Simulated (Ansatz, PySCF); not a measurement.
Conformers of C3H7B (SMILES BCC=C), B3LYP-D3(BJ)/def2-TZVP minima from an xTB search, which can miss the lowest.
Conformer 1 (charge 0, multiplicity 1):
| atom | x (Å) | y (Å) | z (Å) |
|---|---|---|---|
| B | 1.3193 | 0.3278 | -0.2250 |
| C | 0.4148 | -0.9116 | -0.5339 |
| C | -0.5582 | -0.3686 | 0.4808 |
| C | -1.3488 | 0.6880 | 0.2644 |
| H | 1.9987 | 0.3498 | 0.7535 |
| H | 1.2770 | 1.2811 | -0.9373 |
| H | -0.0049 | -0.9463 | -1.5367 |
| H | 0.7921 | -1.8862 | -0.2348 |
| H | -0.5028 | -0.7846 | 1.4807 |
| H | -1.4173 | 1.1532 | -0.7112 |
| H | -1.9701 | 1.0973 | 1.0502 |

Cores are frozen in the correlated methods. CBS(a, b) extrapolates the correlation energy as X⁻³ and adds the Hartree–Fock energy of set b. MP2 and its Hartree–Fock in cc-pVQZ are density fitted. Rows in 6-31G* carry no dispersion term and start afresh at each structure (6-31G* with six Cartesian d functions).

Codes used: Ansatz (Gaussian basis) for Hartree–Fock, density functionals and correlated methods; PySCF for 6-31G* rows. Each number belongs to the level named beside it.

Electronic energies of 2 conformers above conformer 1 (kcal/mol):

```tsv
level	conformer 1	conformer 2
PBE/def2-TZVPP	0.00	2.49
B3LYP/6-31G*	0.00	1.38
wB97M-V/def2-TZVPP	0.00	1.35
MP2/CBS(cc-pVTZ, cc-pVQZ) + ΔCCSD(T)/cc-pVTZ	0.00	1.35
```

**Question.** Give Boltzmann populations at 298.15 K for each level, counting each conformer once and leaving out zero-point, thermal and symmetry terms.

**Answer.** 
Weights exp(−E/RT) with RT = 0.5925 kcal/mol, divided by their sum:
- PBE/def2-TZVPP: 99 %, 1 %
- B3LYP/6-31G*: 91 %, 9 %
- wB97M-V/def2-TZVPP: 91 %, 9 %
- MP2/CBS(cc-pVTZ, cc-pVQZ) + ΔCCSD(T)/cc-pVTZ: 91 %, 9 %
The share of conformer 1 runs from 91 to 99 % over these levels.

Ansatz is an electronic-structure program.
